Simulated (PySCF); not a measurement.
Q: What does the PBE0-D3(BJ)/def2-SVP structure of `C[O+](C)[AlH2-][F]` look like in three dimensions?

A: 
```
atom  x, y, z in Å
C1    -0.009    1.462   -0.259
O2    -0.102    0.068   -0.001
C3    -1.395   -0.417    0.307
Al4    1.461   -1.146   -0.046
F5     2.567    0.082   -0.428
H6    -0.638    1.724   -1.125
H7     1.047    1.662   -0.476
H8    -0.334    2.029    0.628
H9    -2.080   -0.235   -0.536
H10   -1.779    0.073    1.216
H11   -1.312   -1.497    0.483
H12    1.070   -2.129   -1.239
H13    1.497   -1.672    1.460
```

Any rigid rotation of these coordinates is as good. Atoms count from 1 in this order. Al4 (aluminium bonded to F, O and 2 H) has angles from 94.4° to 120.5°. The 5 heavy atoms lie in one plane (0.006 Å rms). O2 (oxygen bonded to Al and 2 C) is planar (angles 123.1°, 121.1° and 115.8°, sum 360.0°, 0.00 Å off the plane of its three neighbours). Of the pairs four or more bonds apart, F5···H7 is among the closest relative to their van der Waals radii: 2.19 Å, 82 % of the sum of Bondi's values.

Bonds between heavy atoms (Å): C1–O2 1.422, O2–C3 1.414, O2–Al4 1.980, Al4–F5 1.696.

Theory: PySCF 2.14.0, PBE0-D3(BJ)/def2-SVP geometry optimisation, gas phase.

Point group: Cs (every atom within 0.08 Å of its image). Not checked by PBE0-D3(BJ)/def2-SVP frequencies. One conformer, not necessarily the lowest (C1–O2–Al4–F5 0°).
